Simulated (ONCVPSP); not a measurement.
# Before and after: ONCV potential for gallium (Ga)

ONCVPSP 4.0.1 input, shortened (lines: element, Z, core and valence counts, functional; n l f; lmax; l rc ep ncon nbas qcut; lloc lpopt rc5 dvloc0; l nproj debl; icmod fcfact rcfact), PBE, scalar-relativistic:

```
  Ga 31.00    5    3        4      upf
    1    0    2.00
    2    0    2.00
    2    1    6.00
    3    0    2.00
    3    1    6.00
    3    2   10.00
    4    0    2.00
    4    1    1.00
    2
    0    2.10    0.00    4    7    3.70
    1    1.75    0.00    4    7    4.90
    2    0.80    0.00    4    9   15.80
    2    5    0.80    0.00
    0    2    2.30
    1    1    1.10
    2    0    2.60
    1    0.70    0.00
```

All-electron outer shells of the reference configuration (PBE, scalar-relativistic, ld1.x):

```json
{"shell": "3s", "level (eV)": "-148.13", "outermost node (bohr)": "0.27", "outermost maximum (bohr)": "0.56"}
{"shell": "3p", "level (eV)": "-98.86", "outermost node (bohr)": "0.24", "outermost maximum (bohr)": "0.56"}
{"shell": "3d", "level (eV)": "-19.15", "outermost node (bohr)": "–", "outermost maximum (bohr)": "0.53"}
{"shell": "4s", "level (eV)": "-8.95", "outermost node (bohr)": "0.81", "outermost maximum (bohr)": "1.90"}
{"shell": "4p", "level (eV)": "-2.58", "outermost node (bohr)": "0.87", "outermost maximum (bohr)": "2.53"}
```

Change: core correction none.

Cutoffs: the cutoffs (Ha) at which the residual kinetic energy of the hardest occupied pseudo-wave falls to 1 and 0.1 mHa per electron; they do not see the model core or the augmentation charge, which bear on the density cutoff. Errors are all-electron minus pseudo energies relative to the spin-unpolarised reference configuration.

Predict the effect on cutoff, ghosts and configuration errors.

The potential gets neither clearly harder nor softer (119 Ha and 347 Ha → 119 Ha and 347 Ha); both files keep a bound ghost (p, s); of the 3 tests that both files solve, the error grows in 0 and shrinks in 3 by more than 15 % and 0.3 meV (median size 20.4 → 7.5 meV).

| quantity | base | changed |
| --- | --- | --- |
| cutoff, loose | 119 Ha | 119 Ha |
| cutoff, tight | 347 Ha | 347 Ha |
| bound ghosts | s, p | s, p |
| GHOST(+) flags under 300 eV | s at 129.4 eV | s at 129.4 eV |
| tests with a reliable result | 3 of 4 | 3 of 4 |
| error for 3d10 4s2 4p0, meV [ΔE 5.69 eV] | -1.8 | -0.5 |
| error for 3d10 4s1 4p0, meV [ΔE 26.82 eV] | -20 | +7.5 |
| error for 3d9 4s2 4p2, meV [ΔE 20.31 eV] | -348 | -294 |
| s: phases at 2.13 bohr within 0.05 rad from the reference energy up to (Ha; the scan ends near 5) | 3.1 | 3.1 |
| p: phases at 1.78 bohr within 0.05 rad from the reference energy up to (Ha; the scan ends near 5) | 1.9 | 1.9 |
| d: phases at 0.81 bohr within 0.05 rad from the reference energy up to (Ha; the scan ends near 5) | to the end of the scan | to the end of the scan |

 A true bound ghost makes a file unfit for plane-wave use even where its test errors are small: the radial tests pick states by their node count and pass the ghost by.
